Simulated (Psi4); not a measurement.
IZn, charge +1, singlet, at a GFN2-xTB geometry (such geometries of metal compounds can be far from the true shape) (all electrons, no relativity); CAM-B3LYP/STO-3G (Psi4).

Input for Psi4:
```
memory 2 GB

molecule {
1 1
  Zn   -0.00000000   -0.00000000   -1.52043851
  I     0.00000000    0.00000000    0.86062557
}

set basis sto-3g
set scf_type pk
set puream true
set d_convergence 1e-8
set dft_radial_points 99
set dft_spherical_points 590

energy('cam-b3lyp')
print_variables()
```

The log (banner, timings and long lists left out):

```
   => Loading Basis Set <=

    Name: STO-3G
    Role: ORBITAL
    Keyword: BASIS

         ---------------------------------------------------------
                                   SCF
               by Justin Turney, Rob Parrish, Andy Simmonett
                          and Daniel G. A. Smith
                              RKS Reference
         ---------------------------------------------------------

  ==> Geometry <==

    Molecular point group: c2v
    Full point group: C_inf_v

    Geometry (in Angstrom), charge = 1, multiplicity = 1:

       Center              X                  Y                   Z               Mass
    ------------   -----------------  -----------------  -----------------  -----------------
         ZN           0.000000000000     0.000000000000    -1.583409093615    63.929142010000
         I            0.000000000000     0.000000000000     0.797654986385   126.904471900000

  Running in c2v symmetry.

  Rotational constants: A = ************  B =      0.06994  C =      0.06994 [cm^-1]
  Rotational constants: A = ************  B =   2096.78599  C =   2096.78599 [MHz]
  Nuclear repulsion =  353.367963522132527

  Charge       = 1
  Multiplicity = 1
  Electrons    = 82
  Nalpha       = 41
  Nbeta        = 41

  ==> Algorithm <==

  SCF Algorithm Type is PK.
  DIIS enabled.
  MOM disabled.
  Fractional occupation disabled.
  Guess Type is SAD.
  Energy threshold   = 1.00e-06
  Density threshold  = 1.00e-08
  Integral threshold = 1.00e-12

  ==> Primary Basis <==

  Basis Set: STO-3G
    Blend: STO-3G
    Number of shells: 19
    Number of basis functions: 45
    Number of Cartesian functions: 48
    Spherical Harmonics?: true
    Max angular momentum: 2

  ==> DFT Potential <==

   => LibXC <=

    Version 7.1.2
    S. Lehtola, C. Steigemann, M. J. T. Oliveira, and M. A. L. Marques,  SoftwareX 7, 1–5 (2018) (10.1016/j.softx.2017.11.002)

   => Composite Functional: CAM-B3LYP <=

    CAM-B3LYP Hyb-GGA Exchange-Correlation Functional

    T. Yanai, D. P. Tew, and N. C. Handy,  Chem. Phys. Lett. 393, 51 (2004) (10.1016/j.cplett.2004.06.011)

    Deriv               =              1
    GGA                 =           TRUE
    Meta                =          FALSE

    Exchange Hybrid     =           TRUE
    MP2 Hybrid          =          FALSE

   => Exchange Functionals <=

    0.3500         Becke 88 [omega = 0.3300]
    0.4600   Short-range recipe for B88 functional - erf [omega = 0.3300]

   => Exact (HF) Exchange <=

    0.4600            HF,LR [omega = 0.3300]
    0.1900               HF

   => Correlation Functionals <=

    0.1900   Vosko, Wilk & Nusair (VWN5)
    0.8100   Lee, Yang & Parr

   => LibXC Density Thresholds  <==

    XC_HYB_GGA_XC_CAM_B3LYP:  1.00E-14

   => Molecular Quadrature <=

    Radial Scheme          =       TREUTLER
    Pruning Scheme         =           NONE
    Nuclear Scheme         =       TREUTLER

    Blocking Scheme        =         OCTREE
    BS radius alpha        =              1
    Pruning alpha          =              1
    Radial Points          =             99
    Spherical Points       =            590
    Total Points           =          96160
    Total Blocks           =            793
    Max Points             =            256
    Max Functions          =             40
    Weights Tolerance      =       1.00E-15

  ==> Integral Setup <==

  Using in-core PK algorithm.
   Calculation information:
      Number of atoms:                   2
      Number of AO shells:              19
      Number of primitives:             57
      Number of atomic orbitals:        48
      Number of basis functions:        45

      Integral cutoff                 1.00e-12
      Number of threads:                 1

  Performing in-core PK
  Using 1608390 doubles for integral storage.
  We computed 12491 shell quartets total.
  Whereas there are 18145 unique shell quartets.

  Computing range-separated integrals for PK
  We computed 12491 wK shell quartets total.
  Whereas there are 18145 wK unique shell quartets.

  ==> DiskJK: Disk-Based J/K Matrices <==

    J tasked:                  Yes
    K tasked:                  Yes
    wK tasked:                 Yes
    Omega:               3.300E-01
    Schwarz Cutoff:          1E-12

  Minimum eigenvalue in the overlap matrix is 3.0609256138E-01.
  Reciprocal condition number of the overlap matrix is 1.6777945440E-01.
    Using symmetric orthogonalization.

  ==> Pre-Iterations <==

  SCF Guess: Superposition of Atomic Densities via on-the-fly atomic UHF (no occupation information).

   -------------------------
    Irrep   Nso     Nmo
   -------------------------
     A1        22      22
     A2         3       3
     B1        10      10
     B2        10      10
   -------------------------
    Total      45      45
   -------------------------

  ==> Iterations <==

                        Total Energy        Delta E     RMS |[F,P]|

   @RKS iter SAD: -8609.35437725643533   -8.60935e+03   0.00000e+00
    Occupation by irrep:
             A1    A2    B1    B2
    DOCC [    21,    2,    9,    9 ]
    NA   [    21,    2,    9,    9 ]
    NB   [    21,    2,    9,    9 ]

   @RKS iter   1: -8609.57560539651422   -2.21228e-01   3.63317e-02 DIIS/ADIIS
    Occupation by irrep:
             A1    A2    B1    B2
    DOCC [    21,    3,    9,    8 ]
    NA   [    21,    3,    9,    8 ]
    NB   [    21,    3,    9,    8 ]

   @RKS iter   2: -8596.50850553727832    1.30671e+01   2.27825e-02 DIIS/ADIIS
   @RKS iter   3: -8607.29375771843297   -1.07853e+01   5.47724e-02 DIIS/ADIIS
   @RKS iter   4: -8609.65785174003759   -2.36409e+00   3.52223e-02 DIIS/ADIIS
   @RKS iter   5: -8608.50131884367693    1.15653e+00   5.17055e-02 DIIS/ADIIS
   @RKS iter   6: -8609.79635808496823   -1.29504e+00   3.22630e-02 DIIS/ADIIS
   @RKS iter   7: -8609.95031617632230   -1.53958e-01   2.86735e-02 DIIS/ADIIS
   @RKS iter   8: -8609.88396037678285    6.63558e-02   3.02891e-02 DIIS/ADIIS
   @RKS iter   9: -8609.88440828394960   -4.47907e-04   3.02564e-02 DIIS/ADIIS
   @RKS iter  10: -8609.86983874284851    1.45695e-02   3.04067e-02 DIIS/ADIIS
   @RKS iter  11: -8610.03899091169478   -1.69152e-01   2.60973e-02 DIIS/ADIIS
    Occupation by irrep:
             A1    A2    B1    B2
    DOCC [    20,    2,    9,   10 ]
    NA   [    20,    2,    9,   10 ]
    NB   [    20,    2,    9,   10 ]

   @RKS iter  12: -8609.99311210579799    4.58788e-02   2.72550e-02 DIIS/ADIIS
    Occupation by irrep:
             A1    A2    B1    B2
    DOCC [    20,    3,    9,    9 ]
    NA   [    20,    3,    9,    9 ]
    NB   [    20,    3,    9,    9 ]

   @RKS iter  13: -8596.58541885638988    1.34077e+01   2.98861e-02 DIIS/ADIIS
   @RKS iter  14: -8610.80672964280711   -1.42213e+01   2.20639e-02 DIIS/ADIIS
    Occupation by irrep:
             A1    A2    B1    B2
    DOCC [    21,    3,    9,    8 ]
    NA   [    21,    3,    9,    8 ]
    NB   [    21,    3,    9,    8 ]

   @RKS iter  15: -8610.60605594158915    2.00674e-01   2.46385e-02 DIIS/ADIIS
   @RKS iter  16: -8609.70886063319995    8.97195e-01   3.39630e-02 DIIS/ADIIS
    Occupation by irrep:
             A1    A2    B1    B2
    DOCC [    20,    3,    9,    9 ]
    NA   [    20,    3,    9,    9 ]
    NB   [    20,    3,    9,    9 ]

   @RKS iter  17: -8609.59471805962676    1.14143e-01   3.63429e-02 DIIS/ADIIS
   @RKS iter  18: -8610.66879623004206   -1.07408e+00   2.34155e-02 DIIS/ADIIS
    Occupation by irrep:
             A1    A2    B1    B2
    DOCC [    21,    3,    9,    8 ]
    NA   [    21,    3,    9,    8 ]
    NB   [    21,    3,    9,    8 ]

   @RKS iter  19: -8610.60326913082827    6.55271e-02   2.39133e-02 DIIS/ADIIS
   @RKS iter  20: -8609.94434765854749    6.58921e-01   2.85625e-02 DIIS/ADIIS
    Occupation by irrep:
             A1    A2    B1    B2
    DOCC [    20,    3,    9,    9 ]
    NA   [    20,    3,    9,    9 ]
    NB   [    20,    3,    9,    9 ]

   @RKS iter  21: -8608.83317187494504    1.11118e+00   4.82152e-02 DIIS/ADIIS
   @RKS iter  22: -8610.27180516478620   -1.43863e+00   3.19179e-02 DIIS/ADIIS
    Occupation by irrep:
             A1    A2    B1    B2
    DOCC [    20,    2,    9,   10 ]
    NA   [    20,    2,    9,   10 ]
    NB   [    20,    2,    9,   10 ]

   @RKS iter  23: -8610.40944522781319   -1.37640e-01   2.88214e-02 DIIS/ADIIS
    Occupation by irrep:
             A1    A2    B1    B2
    DOCC [    20,    3,    9,    9 ]
    NA   [    20,    3,    9,    9 ]
    NB   [    20,    3,    9,    9 ]

   @RKS iter  24: -8596.78915565630086    1.36203e+01   4.65957e-02 DIIS/ADIIS
   @RKS iter  25: -8610.99084174348718   -1.42017e+01   2.31249e-02 DIIS/ADIIS
   @RKS iter  26: -8611.30160684980547   -3.10765e-01   1.55791e-02 DIIS/ADIIS
   @RKS iter  27: -8611.39641773174117   -9.48109e-02   1.30771e-02 DIIS/ADIIS
   @RKS iter  28: -8611.41914360349256   -2.27259e-02   1.02047e-02 DIIS/ADIIS
   @RKS iter  29: -8611.46811147293374   -4.89679e-02   6.02341e-03 DIIS/ADIIS
   @RKS iter  30: -8611.49149862414924   -2.33872e-02   2.25751e-03 DIIS/ADIIS
   @RKS iter  31: -8611.49460056081261   -3.10194e-03   9.53021e-04 DIIS/ADIIS
   @RKS iter  32: -8611.49539053903391   -7.89978e-04   1.67374e-04 DIIS/ADIIS
   @RKS iter  33: -8611.49568740752329   -2.96868e-04   2.52956e-04 DIIS/ADIIS
   @RKS iter  34: -8611.49582041638132   -1.33009e-04   7.56270e-05 DIIS
   @RKS iter  35: -8611.49582908533739   -8.66896e-06   9.22660e-06 DIIS
   @RKS iter  36: -8611.49582953872414   -4.53387e-07   2.63223e-06 DIIS
   @RKS iter  37: -8611.49582954387733   -5.15320e-09   6.52292e-07 DIIS
   @RKS iter  38: -8611.49582954708239   -3.20506e-09   1.70507e-07 DIIS
   @RKS iter  39: -8611.49582954711332   -3.09228e-11   5.27687e-08 DIIS
   @RKS iter  40: -8611.49582954711514   -1.81899e-12   6.95600e-09 DIIS
  Energy and wave function converged.

  ==> Post-Iterations <==

   Electrons on quadrature grid:
      Ntotal   =   82.0000022861 ; deviation = 2.286e-06

    Orbital Energies [Eh]
    ---------------------

    Doubly Occupied:

[...]
    Virtual:

[...]
      22A1    -0.021781

    Final Occupation by Irrep:
             A1    A2    B1    B2
    DOCC [    20,    3,    9,    9 ]
    NA   [    20,    3,    9,    9 ]
    NB   [    20,    3,    9,    9 ]

  @RKS Final Energy: -8611.49582954711514

   => Energetics <=

    Nuclear Repulsion Energy =            353.3679635221325270
    One-Electron Energy =              -12573.4223293070281215
    Two-Electron Energy =                3802.8483448416054671
    DFT Exchange-Correlation Energy =    -194.2898086038235022
    Empirical Dispersion Energy =           0.0000000000000000
    VV10 Nonlocal Energy =                  0.0000000000000000
    Total Energy =                      -8611.4958295471133169

Computation Completed

Properties will be evaluated at   0.000000,   0.000000,   0.000000 [a0]

Properties computed using the SCF density matrix

 Multipole Moments:

 ------------------------------------------------------------------------------------
     Multipole            Electronic (a.u.)      Nuclear  (a.u.)        Total (a.u.)
 ------------------------------------------------------------------------------------

 L = 1.  Multiply by 2.5417464519 to convert [e a0] to [Debye]
 Dipole X            :          0.0000000            0.0000000            0.0000000
 Dipole Y            :          0.0000000            0.0000000            0.0000000
 Dipole Z            :          7.5715109           -9.8767642           -2.3052533
 Magnitude           :                                                    2.3052533

 ------------------------------------------------------------------------------------

  Variable Map:
  ----------------------------------------------------------------------------
[...]
  Array Variable Map:
  ----------------------------------------------------------------------------
[...]
[...]
```
